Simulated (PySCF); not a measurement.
H₅GeSi (SMILES [SiH2][GeH3]), doublet, geometry from GFN2-xTB; PySCF with B3LYP/3-21G.

Input for PySCF:
```python
from pyscf import gto, scf, dft

mol = gto.M(
    atom='''
Si    1.58255728   -0.14883064    0.22848526
Ge   -0.70737659    0.06516866   -0.06935058
H     2.35711363    0.97278161   -0.30935075
H     2.14741312   -1.38590867   -0.31683571
H    -1.50411796   -0.31898370    1.14733016
H    -1.16165919    1.47053600   -0.33975223
H    -1.35850081   -0.74019347   -1.16096632
''',
    basis='3-21g',
    spin=1,
    verbose=4,
)

mf = dft.UKS(mol)
mf.xc = 'b3lyp'
mf.kernel()
```

Output, abridged:

```
PySCF version 2.14.0

[INPUT] verbose = 4
[INPUT] num. atoms = 7
[INPUT] num. electrons = 51
[INPUT] charge = 0
[INPUT] spin (= nelec alpha-beta = 2S) = 1
[INPUT] symmetry False subgroup None
[INPUT] Mole.unit = angstrom
[INPUT] Symbol           X                Y                Z      unit          X                Y                Z       unit  Magmom
[INPUT]  1 Si     1.582557280000  -0.148830640000   0.228485260000 AA    2.990599835637  -0.281249148544   0.431774564900 Bohr   0.0
[INPUT]  2 Ge    -0.707376590000   0.065168660000  -0.069350580000 AA   -1.336748022029   0.123150919305  -0.131053602780 Bohr   0.0
[INPUT]  3 H      2.357113630000   0.972781610000  -0.309350750000 AA    4.454299205179   1.838290821913  -0.584588193929 Bohr   0.0
[INPUT]  4 H      2.147413120000  -1.385908670000  -0.316835710000 AA    4.058022673098  -2.618987819960  -0.598732718382 Bohr   0.0
[INPUT]  5 H     -1.504117960000  -0.318983700000   1.147330160000 AA   -2.842371003440  -0.602791831200   2.168139776853 Bohr   0.0
[INPUT]  6 H     -1.161659190000   1.470536000000  -0.339752230000 AA   -2.195217719184   2.778910296313  -0.642038664910 Bohr   0.0
[INPUT]  7 H     -1.358500810000  -0.740193470000  -1.160966320000 AA   -2.567194470900  -1.398762937491  -2.193908384644 Bohr   0.0

nuclear repulsion = 165.198687016323
number of shells = 27
number of NR pGTOs = 96
number of NR cGTOs = 45
basis = 3-21g
ecp = {}

******** <class 'pyscf.dft.uks.UKS'> ********
method = UKS
initial guess = minao
damping factor = 0
level_shift factor = 0
DIIS = <class 'pyscf.scf.diis.CDIIS'>
diis_start_cycle = 1
diis_space = 8
diis_damp = 0
SCF conv_tol = 1e-09
SCF conv_tol_grad = None
SCF max_cycles = 50
direct_scf = True
direct_scf_tol = 1e-13
number electrons alpha = 26  beta = 25
XC library pyscf.dft.libxc version 7.1.2
    S. Lehtola, C. Steigemann, M. J. T. Oliveira, and M. A. L. Marques,  SoftwareX 7, 1–5 (2018)
XC functionals = b3lyp
    P. J. Stephens, F. J. Devlin, C. F. Chabalowski, and M. J. Frisch,  J. Phys. Chem. 98, 11623 (1994)
radial grids:
    Treutler-Ahlrichs [JCP 102, 346 (1995); DOI:10.1063/1.469408] (M4) radial grids

becke partition: Becke, JCP 88, 2547 (1988); DOI:10.1063/1.454033
pruning grids: <function nwchem_prune>
grids dens level: 3
symmetrized grids: False
atomic radii adjust function: <function treutler_atomic_radii_adjust>
small_rho_cutoff = 0
Set gradient conv threshold to 3.16228e-05
tot grids = 88864
init E= -2355.80281637867

cycle= 1 E= -2357.87692013723  delta_E= -2.07  |g|= 0.0819  |ddm|= 1.52
cycle= 2 E= -2357.88080570951  delta_E= -0.00389  |g|= 0.0496  |ddm|= 0.269
cycle= 3 E= -2357.8830551729  delta_E= -0.00225  |g|= 0.00859  |ddm|= 0.112
cycle= 4 E= -2357.88313529214  delta_E= -8.01e-05  |g|= 0.00151  |ddm|= 0.0203
cycle= 5 E= -2357.88313914749  delta_E= -3.86e-06  |g|= 0.000569  |ddm|= 0.00469
cycle= 6 E= -2357.88313965407  delta_E= -5.07e-07  |g|= 0.000197  |ddm|= 0.00175
cycle= 7 E= -2357.88313970724  delta_E= -5.32e-08  |g|= 4.77e-05  |ddm|= 0.000544
cycle= 8 E= -2357.88313971028  delta_E= -3.04e-09  |g|= 1.19e-05  |ddm|= 0.000142
cycle= 9 E= -2357.8831397105  delta_E= -2.24e-10  |g|= 2.84e-06  |ddm|= 3.66e-05
Extra cycle  E= -2357.88313971051  delta_E= -1e-11  |g|= 1.45e-06  |ddm|= 1.18e-05
converged SCF energy = -2357.88313971051  <S^2> = 0.75164613  2S+1 = 2.0016455
```
